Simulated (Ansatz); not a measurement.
Geometry optimisation, RKS B3LYP-D4/STO-3G (Ansatz).

The input (input.yaml):

```yaml
crystal:
  periodic: [false, false, false]
  atoms:
    - { symbol: "N", position_ang: [-0.73374, 0.37846, -0.56113] }
    - { symbol: Si, position_ang: [0.95427, 0.75499, -0.35025] }
    - { symbol: O, position_ang: [0.96601, -0.49125, 0.75068] }
    - { symbol: Si, position_ang: [-0.63403, -0.91854, 0.59854] }
    - { symbol: H, position_ang: [-1.46802, 0.75427, -1.13139] }
    - { symbol: H, position_ang: [1.21123, 2.01898, 0.31744] }
    - { symbol: H, position_ang: [1.7918, 0.42375, -1.4912] }
    - { symbol: H, position_ang: [-0.74598, -2.24894, 0.02476] }
    - { symbol: H, position_ang: [-1.34154, -0.67172, 1.84254] }
basis:
  gaussian: { orbitals: STO-3G }
hamiltonian:
  xc: b3lyp
  dispersion: d4
relax:
  f_tol: 0.02
  max_steps: 40
scf:
  lower_state_search: "off"
```

Run as:

```bash
$ ansatz run input.yaml --threads 1 --pin off --max-ram 2048MiB --backend cpu --events-out ev --progress --plain --runs-dir out
```

**Question.** Where does it end, and by what steps?

**Answer.** It converged. Limits of this set-up: minimal basis. After 4 steps the energy has fallen by 0.395 eV; H7 moved furthest, 0.16 Å.

```json
{"step": "0", "energy less start (eV)": "0.0000", "largest force component (eV/Å)": "2.458", "accepted": "yes"}
{"step": "1", "energy less start (eV)": "-0.3215", "largest force component (eV/Å)": "1.459", "accepted": "yes"}
{"step": "2", "energy less start (eV)": "-0.3866", "largest force component (eV/Å)": "0.450", "accepted": "yes"}
{"step": "3", "energy less start (eV)": "-0.3951", "largest force component (eV/Å)": "0.056", "accepted": "yes"}
{"step": "4", "energy less start (eV)": "-0.3952", "largest force component (eV/Å)": "0.005", "accepted": "yes"}
```

```xyz
9
Properties=species:S:1:pos:R:3
N -0.714 0.368 -0.547
Si 0.969 0.761 -0.351
O 1.052 -0.537 0.814
Si -0.637 -0.931 0.608
H -1.469 0.751 -1.135
H 1.280 2.073 0.197
H 1.829 0.575 -1.510
H -0.877 -2.275 0.106
H -1.433 -0.785 1.817
```

Whether the end is a true minimum wasn't checked by a vibrational analysis.

Time of the run: 7.4 s on 1 thread of Arm Neoverse V1, with other jobs on the host, peak memory 0.11 GiB.
